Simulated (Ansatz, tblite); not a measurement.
Removing and adding an electron: Ge₉H₁₆, a cluster cut from cubic germanium. Total charge 0; singlet. Geometry: r2SCAN-D4/def2-SVP. Ansatz, gas phase; energy differences of separate SCF runs; the oxidised species was run as a doublet alone; the reduced species was run as a doublet alone.

```xyz
25

Ge   -2.369   -0.710   -1.431
Ge    1.536   -0.375   -2.378
Ge   -0.295    2.485   -0.334
Ge   -1.483   -0.086    2.440
Ge    2.421    0.250    1.494
Ge   -0.568    0.794   -2.056
Ge   -2.027   -1.732    0.743
Ge    2.396   -1.349   -0.330
Ge    0.305    1.409    1.760
H    -2.535   -1.806   -2.502
H    -3.679    0.102   -1.385
H     1.369   -1.473   -3.447
H     2.572    0.637   -2.906
H    -1.607    3.275   -0.161
H     0.808    3.481   -0.747
H    -2.742    0.762    2.715
H    -1.103   -0.797    3.753
H     3.512    1.300    1.204
H     2.798   -0.465    2.807
H    -0.950    1.478   -3.388
H    -3.313   -2.476    1.157
H    -0.896   -2.771    0.651
H     3.833   -1.853   -0.577
H     1.538   -2.565    0.062
H     0.478    2.486    2.856
```

The xTB rows come from tblite. Single mean-field runs in def2-TZVP are fitted with def2-universal-jkfit. HOMO above LUMO, or a gap near zero within one spin, warns that the state may not be the lowest or that an electron is smeared out.

Estimate orbital energies and vertical ionisation energies and electron affinities at: GFN1-xTB; GFN2-xTB; PBE-D4/def2-TZVP; PBE0-D4/def2-TZVP.


| level | −HOMO (eV) | vertical IE (eV) | −LUMO (eV) | vertical EA (eV) | HOMO–LUMO gap (eV) | IE − EA (eV) | remarks |
| --- | --- | --- | --- | --- | --- | --- | --- |
| GFN1-xTB | 11.77 | 13.25 | 8.25 | 6.48 | 3.52 | 6.77 | – |
| GFN2-xTB | 10.28 | 12.09 | 5.47 | 3.67 | 4.81 | 8.42 | – |
| PBE-D4/def2-TZVP | 6.55 | 8.42 | 1.43 | -0.11 | 5.11 | 8.53 | HOMO above zero (-1 doublet), gap within one spin near zero (+1 doublet) |
| PBE0-D4/def2-TZVP | 7.54 | 8.86 | 0.75 | -0.28 | 6.80 | 9.15 | HOMO above zero (-1 doublet) |

   A HOMO above zero means that the electron is unbound at that level or that self-interaction error raises the level; the energy of removing that electron tells which. Raw xTB energy differences between charge states are shifted by several eV; the methods need an empirical correction for them. Sets without diffuse functions give affinities that are too small. A negative affinity means that the extra electron isn't bound; its size then hangs on the basis.
